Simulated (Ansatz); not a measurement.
The first iterations of a band of a periodic cell of 13 atoms, Be12Ga (surface Be(0001), adsorbate Ga).

Method: DFT PBE, scalar-relativistic, plane waves, PAW in Ansatz. Settings: cutoff 420 eV, k mesh 6x6x1, fermi-dirac smearing 0.1 eV, no spin polarisation.

| Property | Result |
| --- | --- |
| movable images | 7 |
| climbing image | yes |
| spring | 5.0 eV/Å² |
| optimiser | lbfgs |
| start path | IDPP |
| force threshold | 0.05 eV/Å |
| iteration limit | 8 |
| end points | relaxed |
| atoms held | 1 to 4 |

First end point:

```xyz
13
Lattice="4.5800 0.0000 0.0000 2.2900 3.9664 0.0000 0.0000 0.0000 14.5884" Properties=species:S:1:pos:R:3
Be 0.000 0.000 1.000
Be 2.290 0.000 1.000
Be 1.145 1.983 1.000
Be 3.435 1.983 1.000
Be 0.000 1.322 2.831
Be 2.290 1.315 2.825
Be 1.139 3.309 2.825
Be 3.442 3.309 2.825
Be 0.000 0.009 4.630
Be 2.290 0.001 4.729
Be 1.138 1.980 4.629
Be 3.442 1.980 4.630
Ga 2.284 2.645 6.857
```

Last end point:

Only the atoms that move by more than 0.05 Å are listed.
```
Be9 0.000 0.001 4.729
Be10 2.290 0.009 4.630
Ga13 4.574 2.645 6.857
```

| iteration | highest image above the first end (eV) | largest band force component (eV/Å) |
| --- | --- | --- |
| 1 | 0.113 | 0.644 |
| 2 | 0.105 | 0.618 |

Q: Does the band converge within its limit, and where does its top end?

A: The forces met the threshold. It ended after 5 iterations with the highest image 0.019 eV above the first end. The order of the stationary point at the top wasn't checked. Limits of this set-up: coarse k mesh, thin slab, slab without dipole correction.

The run took 8.4 min on 1 thread of Arm Neoverse V1, with other jobs on the host, peak memory 0.87 GiB.
